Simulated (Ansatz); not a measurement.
Conformers of C4H4N2 (SMILES N#CCCC#N), B3LYP-D3(BJ)/def2-TZVP minima from an xTB search, which can miss the lowest.
Conformer 1 (charge 0, multiplicity 1):
```xyz
10

N      2.953     0.081    -0.534
C      1.850     0.324    -0.325
C      0.442     0.601    -0.072
C     -0.442    -0.601    -0.468
C     -1.850    -0.324    -0.215
N     -2.953    -0.080    -0.006
H      0.146     1.487    -0.636
H      0.309     0.832     0.987
H     -0.146    -1.487     0.097
H     -0.309    -0.832    -1.526
```
Conformer 2 (charge 0, multiplicity 1):
```xyz
10

N      2.32467     1.17824    -0.74746
C      1.58736     0.47744    -0.21322
C      0.64648    -0.42421     0.44055
C     -0.73926    -0.43461    -0.23779
C     -1.44578     0.83283    -0.09613
N     -1.99957     1.83070     0.03706
H      1.05953    -1.43416     0.41340
H      0.54971    -0.13745     1.48889
H     -0.63666    -0.66743    -1.29886
H     -1.34647    -1.22133     0.21355
```

Correlated levels freeze the cores. MP2 and its Hartree–Fock in cc-pVQZ are density fitted.

Codes used: Ansatz (Gaussian orbitals). Values without a source in brackets are computed.

The energy of conformer 2 above conformer 1 is E(conformer 2) − E(conformer 1). Total energies (hartree):

```
level             conformer 2   conformer 1
---------------  ------------  ------------
HF/cc-pVTZ       -262.7752204  -262.7772991
MP2/cc-pVTZ      -263.7827956  -263.7840288
HF/cc-pVQZ       -262.7922496  -262.7943742
MP2/cc-pVQZ      -263.8641133  -263.8654038
CCSD(T)/cc-pVTZ  -263.8518427  -263.8532819
```

### Question
Work out the energy of conformer 2 above conformer 1 at the basis-set limit: extrapolate the MP2 correlation part as X⁻³, take Hartree–Fock from the larger set, and add the CCSD(T) − MP2 difference of cc-pVTZ.

### Answer

1. Differences (1 hartree = 627.509 kcal/mol): HF/cc-pVTZ 1.304; MP2/cc-pVTZ 0.774; HF/cc-pVQZ 1.333; MP2/cc-pVQZ 0.810; CCSD(T)/cc-pVTZ 0.903.
2. Correlation parts, MP2 less HF: -0.531 in cc-pVTZ (X = 3), -0.523 in cc-pVQZ (X = 4).
3. Limit (4³·(-0.523) − 3³·(-0.531))/(4³ − 3³) = -0.518; with HF/cc-pVQZ it gives 0.815.
4. CCSD(T) less MP2 in cc-pVTZ: 0.129.
Result: 0.94 kcal/mol, against 0.77 at MP2/cc-pVTZ. It is an estimate of this method's limit, not of the exact value.

Ansatz is an electronic-structure program.
